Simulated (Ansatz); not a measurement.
Consider the ligand exchange at the Al–C bond: `F[CH]([SiH3])[Al]([F])[Cl]` + `C[SeH]` → `C[Se][Al]([F])[Cl]` + `FC[SiH3]`.

Computed with Ansatz on PBE0-D4/def2-TZVP structures; ΔE is electronic, products minus reactants. CCSD(T)/CBS adds triple-zeta CCSD(T) − MP2 to the extrapolated MP2 energy (def2 sets, frozen cores). Functionals use def2-TZVPP. B3LYP here is the variant with VWN-RPA as its local correlation; programs differ in this. For Se outer-core shells are correlated without core-valence functions, which leaves a few kJ/mol of doubt a bond. Scalar relativity is left out up to krypton. One conformer a species, not always the lowest.

`F[CH]([SiH3])[Al]([F])[Cl]`:

Z-matrix (Å, degrees):
```
C
Si 1 1.894
Al 1 1.962 2 114.3
F 1 1.406 2 109.5 3 -123.9
H 1 1.100 2 107.1 3 119.6
H 2 1.487 1 107.0 3 -60.5
H 2 1.484 1 110.7 3 179.1
H 2 1.486 1 109.8 3 58.0
F 3 1.642 1 117.7 2 65.1
Cl 3 2.074 1 123.1 2 -113.6
```

`C[SeH]`:

Cartesian coordinates in Å:
```
C -0.497 -0.062 0.218
Se 0.772 0.396 -1.189
H -0.404 -1.110 0.490
H -1.486 0.115 -0.202
H -0.354 0.579 1.085
H 1.970 0.082 -0.401
```

`C[Se][Al]([F])[Cl]`:

Z-matrix (Å, degrees):
```
C
Se 1 1.967
H 1 1.088 2 105.5
H 1 1.086 2 110.4 3 -118.7
H 1 1.086 2 110.4 3 118.7
Al 2 2.281 1 98.2 3 -179.2
Cl 6 2.084 2 121.8 1 0.1
F 6 1.640 2 119.5 1 -179.9
```

`FC[SiH3]`:

```xyz
8

F    -1.100   -1.291    0.932
C     0.099   -0.609    0.752
Si   -0.039    0.595   -0.706
H     0.890   -1.347    0.582
H     0.333   -0.079    1.681
H     1.268    1.291   -0.846
H    -1.108    1.590   -0.443
H    -0.344   -0.151   -1.953
```

| level | ΔE (kJ/mol) | difference from CCSD(T)/CBS |
| --- | --- | --- |
| LDA (SPW92) | -114.5 | 11.9 |
| PBE-D4 | -117.8 | 8.6 |
| revPBE-D4 | -118.1 | 8.3 |
| BLYP-D4 | -115.5 | 10.9 |
| PBE-QIDH | -128.4 | -2.0 |
| PBE0 | -123.2 | 3.2 |
| B3LYP | -119.4 | 7.0 |
| BHLYP | -125.7 | 0.7 |
| CCSD(T)/def2-SVP | -119.7 | 6.7 |
| MP2/CBS(def2) | -132.5 | -6.1 |
| CCSD(T)/CBS | -126.4 | 0 |

Largest T1 diagnostic among the species: 0.012.

At CCSD(T), def2-SVP lies +6.7 kJ/mol from the extrapolated value and def2-TZVPP +3.4 kJ/mol. From PBE to PBE0 (25 % exact exchange), in def2-TZVPP and without D4, ΔE moves by −5.9 kJ/mol.
